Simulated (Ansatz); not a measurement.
Computed with Ansatz on PBE0-D4/def2-TZVP structures; ΔE is electronic, products minus reactants. CBS: MP2 limit from def2 TZ/QZ plus the TZ coupled-cluster correction, frozen cores. This one scheme is used for every species. One conformer a species, not always the lowest.

Reaction (cleavage of the Si–Si bond): `F[Si](F)(F)[SiH3]` + `C[O][Al]([OH])[F]` → `C[O][Al]([F])[O][SiH3]` + `F[SiH](F)F`

| level | ΔE (kcal/mol) |
| --- | --- |
| HF/def2-TZVPP | -35.2 |
| CCSD(T)/def2-TZVPP | -28.5 |

**Question.** What does CCSD(T)/CBS give? (An estimate is asked.)

**Answer.** The calculation gave: -28.1 kcal/mol. The listed levels differ from it by -7.1, -0.4 kcal/mol.

Largest T1 diagnostic among the species: 0.013.

In def2-TZVPP, CCSD(T) changes the Hartree–Fock value by +6.7 kcal/mol (the triples alone add +0.9 kcal/mol) and MP2 by +4.7 kcal/mol. From PBE to PBE0 (25 % exact exchange), in def2-TZVPP and without D4, ΔE moves by −2.9 kcal/mol.
